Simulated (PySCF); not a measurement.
GeH₅Si, SMILES [SiH2][GeH3], multiplicity 2. Geometry optimised at B3LYP-D3(BJ)/def2-TZVP. The isomer is the one that the SMILES or the coordinates give; other isomers of the formula were not compared.

All values below come from PySCF with B3LYP-D3(BJ)/def2-TZVP.

Harmonic wavenumbers (cm⁻¹): 116, 348, 372, 390, 585, 597, 795, 881, 882, 926, 2096, 2128, 2133, 2184, 2211. Rotational constants (GHz): 50.63, 3.770, 3.709; symmetry number 1.

### Question
Work out the zero-point energy and the ideal-gas rigid-rotor harmonic-oscillator thermochemistry at 298.15 K and 1 atm.

### Answer
ZPE = ½ Σ hcν = ½ × 16643 cm⁻¹ = 23.79 kcal/mol. H − E(el) = 27.61 kcal/mol. Entropy in cal/(mol K): translation 39.88, rotation 23.63, vibration 7.99, spin 1.38, total 72.88. G − E(el) = 5.88 kcal/mol. Cp = 18.80 cal/(mol K). Modes under 150 cm⁻¹ make the vibrational entropy uncertain.
